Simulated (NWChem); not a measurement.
System: PbHSCl, singlet; SMILES [SH][Pb][Cl]

```xyz
4

Pb     0.4892     0.0088     0.0000
Cl    -1.1605     1.8952     0.0000
S     -1.2567    -1.8815     0.0000
H     -0.2789    -2.8355     0.0000
```
Atoms are numbered in this order, from 1.

Computed with NWChem. Medium grid unless said otherwise, to which SCAN and Minnesota functionals are sensitive. Low-valent species are run as closed-shell singlets; no triplet was tried in these runs. Geometry: optimised at PBE-D3(BJ)/def2-SVP. def2 effective core potentials on Pb; no spin-orbit coupling.

**Question.** Among these, which level gives the lowest value of “orbital gap (eV)”?
(A) TPSSh/def2-SVP
(B) MN15/def2-SVP
(C) BHandHLYP/def2-SVP
(D) LDA (Slater exchange, VWN5)/def2-SVP

**Answer.** D, LDA (Slater exchange, VWN5)/def2-SVP. Values: LDA (Slater exchange, VWN5)/def2-SVP 2.71; TPSSh/def2-SVP 3.60; MN15/def2-SVP 5.43; BHandHLYP/def2-SVP 6.08
